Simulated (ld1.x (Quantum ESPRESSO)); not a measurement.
# gallium (Ga): one change to an ultrasoft potential, before and after

* Element: Ga (Z = 31)
* Generator: ld1.x (Quantum ESPRESSO) 7.5
* Type: ultrasoft
* Functional: PBEsol
* Relativity: scalar-relativistic
* Frozen core: [Ar]
* Valence charge: 13
* Reference configuration: 3d10 4s1 4p2
* Partial waves: 4s (bound): rcut 1.20, rcutus 1.55 bohr; 4s channel at 3.25 Ry: rcut 1.20, rcutus 1.55 bohr; 4p (bound): rcut 2.00, rcutus 2.65 bohr; 4p channel at 1.85 Ry: rcut 2.00, rcutus 2.65 bohr; 3d (bound): rcut 1.05, rcutus 1.25 bohr; 3d channel at -0.85 Ry: rcut 1.05, rcutus 1.25 bohr
* Local potential: all-electron potential smoothed inside 1.20 bohr (lloc = -1)
* Core correction: none
* Augmentation charge: built from norm-conserving waves at rcut, not smoothed further

All-electron outer shells of the reference configuration (PBEsol, scalar-relativistic, ld1.x):

| shell | level (eV) | outermost node (bohr) | outermost maximum (bohr) |
| --- | --- | --- | --- |
| 3s | -149.72 | 0.27 | 0.56 |
| 3p | -100.62 | 0.24 | 0.56 |
| 3d | -21.05 | – | 0.53 |
| 4s | -10.06 | 0.81 | 1.87 |
| 4p | -3.35 | 0.87 | 2.47 |

Change: core correction a·sin(br)/r model core inside 0.88 bohr.

Cutoffs: the cutoffs (Ry, on a coarse ladder) from which the occupation-weighted sum of valence levels, in a spherical-Bessel basis at the reference potential, stays within 10 and 1 mRy of its value at 400 Ry; they do not see the model core or the augmentation charge, which bear on the density cutoff. Errors are all-electron minus pseudo energies relative to the spin-unpolarised reference configuration.

Problem. What does the change do?

Solution. The potential gets neither clearly harder nor softer (90 Ry and 160 Ry → 90 Ry and 160 Ry); both files keep a bound ghost (s); of the 7 tests that both files solve, the error grows in 5 and shrinks in 1 by more than 15 % and 0.3 meV (median size 5.0 → 4.3 meV). A model core, the more so a compact one, raises the density cutoff, which this test does not measure.

| quantity | base | changed |
| --- | --- | --- |
| cutoff, loose | 90 Ry | 90 Ry |
| cutoff, tight | 160 Ry | 160 Ry |
| bound ghosts | s | s |
| error for 3d10 4s2 4p1, meV [ΔE -6.55 eV] | +0.9 | +0.3 |
| error for 3d10 4s2 4p0, meV [ΔE -0.87 eV] | -5.0 | -4.3 |
| error for 3d10 4s1 4p0, meV [ΔE 20.26 eV] | -9.7 | -13 |
| error for 3d9 4s2 4p2, meV [ΔE 13.77 eV] | -182 | -235 |
| error for 3d10 4s0 4p3, meV [ΔE 6.84 eV] | +0.2 | -1.1 |
| error for 3d10 4s2 4p0.5, meV [ΔE -4.52 eV] | -0.7 | -1.0 |
| error for 3d9 4s2 4p1, meV [ΔE 21.16 eV] | -128 | -180 |
| s: phases at 2.89 bohr within 0.05 rad from the reference energy up to (Ry; the scan ends near 5) | to the end of the scan | to the end of the scan |
| p: phases at 2.89 bohr within 0.05 rad from the reference energy up to (Ry; the scan ends near 5) | 3.3 | 3.3 |
| d: phases at 2.89 bohr within 0.05 rad from the reference energy up to (Ry; the scan ends near 5) | to the end of the scan | to the end of the scan |
| lowest overlap eigenvalue by channel | s 0.66, p 0.38, d 1.00 | s 0.66, p 0.38, d 1.00 |

 A true bound ghost makes a file unfit for plane-wave use even where its test errors are small: the radial tests pick states by their node count and pass the ghost by.
